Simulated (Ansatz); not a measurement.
**Molecular dynamics, step by step**

KH2Se (charge +1), closed shell, SPW92/def2-mTZVP (Ansatz 0.2.0). Settings (timestep in fs, temperature in K; T counts 6 degrees of freedom):

```yaml
hamiltonian: {xc: lda}
md: {n_steps: 60, timestep: 0.25, temperature: 200, ensemble: nve, seed: 709, initial_velocities: maxwell_boltzmann}
```

Start:

```
atom    x (Å)    y (Å)    z (Å)
  K1   0.0015  -0.0110  -2.7110
 Se2  -0.0664  -0.6248   0.6459
  H3  -1.0148   0.4281   1.0316
  H4   1.0797   0.2076   1.0336
```

```json
{"step": "0", "time (fs)": "0.00", "potential energy less the start (meV)": "0.0", "kinetic energy (meV)": "51.7", "T (K)": "200"}
{"step": "4", "time (fs)": "1.00", "potential energy less the start (meV)": "4.6", "kinetic energy (meV)": "47.1", "T (K)": "182"}
{"step": "8", "time (fs)": "2.00", "potential energy less the start (meV)": "8.3", "kinetic energy (meV)": "43.4", "T (K)": "168"}
{"step": "12", "time (fs)": "3.00", "potential energy less the start (meV)": "8.8", "kinetic energy (meV)": "42.9", "T (K)": "166"}
{"step": "16", "time (fs)": "4.00", "potential energy less the start (meV)": "7.4", "kinetic energy (meV)": "44.3", "T (K)": "171"}
{"step": "20", "time (fs)": "5.00", "potential energy less the start (meV)": "7.5", "kinetic energy (meV)": "44.2", "T (K)": "171"}
{"step": "24", "time (fs)": "6.00", "potential energy less the start (meV)": "11.6", "kinetic energy (meV)": "40.1", "T (K)": "155"}
{"step": "28", "time (fs)": "7.00", "potential energy less the start (meV)": "19.2", "kinetic energy (meV)": "32.5", "T (K)": "126"}
{"step": "32", "time (fs)": "8.00", "potential energy less the start (meV)": "27.0", "kinetic energy (meV)": "24.7", "T (K)": "96"}
{"step": "36", "time (fs)": "9.00", "potential energy less the start (meV)": "31.7", "kinetic energy (meV)": "20.0", "T (K)": "77"}
{"step": "40", "time (fs)": "10.00", "potential energy less the start (meV)": "31.7", "kinetic energy (meV)": "20.1", "T (K)": "78"}
{"step": "44", "time (fs)": "11.00", "potential energy less the start (meV)": "27.6", "kinetic energy (meV)": "24.1", "T (K)": "93"}
{"step": "48", "time (fs)": "12.00", "potential energy less the start (meV)": "22.2", "kinetic energy (meV)": "29.5", "T (K)": "114"}
{"step": "52", "time (fs)": "13.00", "potential energy less the start (meV)": "18.7", "kinetic energy (meV)": "33.0", "T (K)": "128"}
{"step": "56", "time (fs)": "14.00", "potential energy less the start (meV)": "19.1", "kinetic energy (meV)": "32.6", "T (K)": "126"}
{"step": "60", "time (fs)": "15.00", "potential energy less the start (meV)": "22.6", "kinetic energy (meV)": "29.1", "T (K)": "113"}
```

Step 4, positions (Å) and forces (eV/Å):

```tsv
atom	x	y	z	Fx	Fy	Fz
K1	0.002	-0.011	-2.712	-0.004	-0.020	0.042
Se2	-0.066	-0.625	0.647	-0.288	-0.502	-0.302
H3	-1.007	0.440	1.032	-0.182	0.187	0.086
H4	1.065	0.216	1.015	0.475	0.336	0.174
```

Step 20, positions (Å) and forces (eV/Å):

| atom | x | y | z | Fx | Fy | Fz |
| --- | --- | --- | --- | --- | --- | --- |
| K1 | 0.002 | -0.009 | -2.716 | -0.013 | -0.026 | 0.045 |
| Se2 | -0.067 | -0.627 | 0.649 | -0.283 | 0.326 | -0.003 |
| H3 | -0.989 | 0.492 | 1.036 | 0.034 | -0.297 | -0.088 |
| H4 | 1.056 | 0.281 | 0.957 | 0.262 | -0.003 | 0.047 |

Step 52, positions (Å) and forces (eV/Å):

```tsv
atom	x	y	z	Fx	Fy	Fz
K1	0.003	-0.007	-2.724	-0.026	-0.040	0.049
Se2	-0.068	-0.629	0.655	0.317	0.116	-0.155
H3	-0.962	0.483	1.013	-0.344	0.128	0.074
H4	1.065	0.324	0.844	0.053	-0.204	0.033
```

Last step (60):

| atom | x (Å) | y (Å) | z (Å) |
| --- | --- | --- | --- |
| K1 | 0.0036 | -0.0060 | -2.7263 |
| Se2 | -0.0676 | -0.6290 | 0.6566 |
| H3 | -0.9757 | 0.4743 | 1.0078 |
| H4 | 1.0524 | 0.2978 | 0.8122 |

The run took about 32 s on 2 CPU threads of an Arm Neoverse V1 (shared host).
